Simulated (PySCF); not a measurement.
Several molecules and their computed UV-vis stick spectra, shuffled. Method: TDDFT CAM-B3LYP/def2-SVPD, vertical, gas phase, core orbitals frozen in the response (PySCF). Geometries: GFN2-xTB; one conformer of each isolated species. Triplets are in the Tamm–Dancoff approximation.

A. `COC(F)(F)F`
B. `C=CCC1[SiH2]C=CC=1`
C. `O=C(Cl)c1sccc1[SiH3]`
D. `C1=C[C@]2(C[SiH3])[C@H]3[C@@H]2[C@@H]13`
E. `C#C/C=C/C#N`

Lowest singlet levels (six at most, fewer where fewer were computed) with oscillator strengths:

1. 292 nm (f 0.104); 224 nm (f 0.002); 205 nm (f 0.018); 202 nm (f 0.002); 197 nm (f 0.008); 189 nm (f 0.046); T1 2.58 eV
2. 134 nm (f 0.006); 128 nm (f 0.017); 119 nm (f 0.013); 116 nm (f 0.007); 115 nm (f 0.057); 114 nm (f 0.034); T1 9.03 eV
3. 249 nm (f 0.000); 242 nm (f 0.502); 200 nm (f 0.000); 194 nm (f 0.000); 182 nm (f 0.096); 180 nm (f 0.000); T1 2.93 eV
4. 223 nm (f 0.063); 195 nm (f 0.000); 193 nm (f 0.039); 183 nm (f 0.000); 176 nm (f 0.001); 175 nm (f 0.004); T1 3.57 eV
5. 266 nm (f 0.195); 266 nm (f 0.005); 253 nm (f 0.121); 207 nm (f 0.000); 204 nm (f 0.000); 194 nm (f 0.037); T1 3.08 eV

Problem. Match each spectrum to its molecule.

Solution. 1 = B, 2 = A, 3 = E, 4 = D, 5 = C.
- A: S1 at 9.23 eV, HOMO→LUMO (92%); Löwdin shares by element: HOMO oxygen 57%, carbon 16% or more, hydrogen 14% or more; LUMO carbon 46%, hydrogen 21% or more (atoms not listed hold the other 33%); HOMO -11.28 and LUMO 1.17 eV; point group Cs.
- B: S1 at 4.24 eV, HOMO→LUMO (97%); Löwdin shares by element: HOMO carbon 81% or more (atoms not listed hold the other 19%); LUMO carbon 68% or more (atoms not listed hold the other 32%); HOMO -7.67 and LUMO -0.32 eV.
- C: S1 at 4.67 eV, HOMO→LUMO (83%), HOMO-1→LUMO (10%); Löwdin shares by element: HOMO carbon 75% or more (atoms not listed hold the other 25%); LUMO carbon 46% or more, oxygen 15% (atoms not listed hold the other 39%); HOMO -8.99 and LUMO -1.53 eV; point group Cs, 2 of its 6 listed states under f = 0.0005.
- D: S1 at 5.55 eV, HOMO→LUMO (86%), HOMO→LUMO+1 (10%); Löwdin shares by element: HOMO carbon 76% or more (atoms not listed hold the other 24%); LUMO carbon 52% or more, silicon 8% (atoms not listed hold the other 40%); HOMO -7.60 and LUMO 1.18 eV.
- E: S1 at 4.97 eV, HOMO-1→LUMO (96%); Löwdin shares by element: HOMO carbon 74% or more (atoms not listed hold the other 26%); LUMO carbon 60% or more, nitrogen 11% (atoms not listed hold the other 29%); HOMO -9.04 and LUMO -1.40 eV; point group Cs, 4 of its 6 listed states under f = 0.0005.
